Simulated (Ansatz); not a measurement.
```yaml
crystal:
  periodic: [false, false, false]
  atoms:
    - {symbol: B, position_ang: [-0.975206, 0.145398, 2.135816]}
    - {symbol: P, position_ang: [-0.142399, -1.590538, 2.636374]}
    - {symbol: B, position_ang: [0.969941, -0.138613, 2.138651]}
    - {symbol: P, position_ang: [0.135913, 1.598909, 2.631638]}
    - {symbol: B, position_ang: [-0.453640, 1.614903, 0.810651]}
    - {symbol: P, position_ang: [-2.112931, 0.650150, 0.698485]}
    - {symbol: B, position_ang: [-1.612602, -0.453946, -0.815038]}
    - {symbol: P, position_ang: [-0.648171, -2.113197, -0.699546]}
    - {symbol: B, position_ang: [0.451644, -1.612305, 0.816910]}
    - {symbol: P, position_ang: [2.111204, -0.647903, 0.705730]}
    - {symbol: B, position_ang: [1.614604, 0.451360, -0.812528]}
    - {symbol: P, position_ang: [0.649898, 2.110964, -0.704679]}
    - {symbol: P, position_ang: [-1.591486, 0.134983, -2.636171]}
    - {symbol: B, position_ang: [-0.139389, -0.975970, -2.135850]}
    - {symbol: P, position_ang: [1.597968, -0.143362, -2.631828]}
    - {symbol: B, position_ang: [0.144663, 0.969169, -2.138618]}
basis:
  gaussian: {orbitals: def2-TZVP, initial_orbitals: start.molden}
total_charge: 1
magnetization: {spin_polarized: true, initial_magnetization: 1}
hamiltonian: {xc: pbe0, dispersion: d4}
scf: {omitted_lower_state_checks: [starts]}
output: {orbitals: {seedname: orbitals}}
```

The file start.molden holds the orbitals of an earlier run on this structure, at another level or in another basis.

```sh
$ ansatz run in.yaml --threads 4 --pin off --events-out ev --progress --plain --max-ram 6963MiB
```

(1) Does this run fit into the memory that it is given?

Results:

(1) No. It has 544 basis functions, and Ansatz plans for 12 GiB where 7 GiB are given.
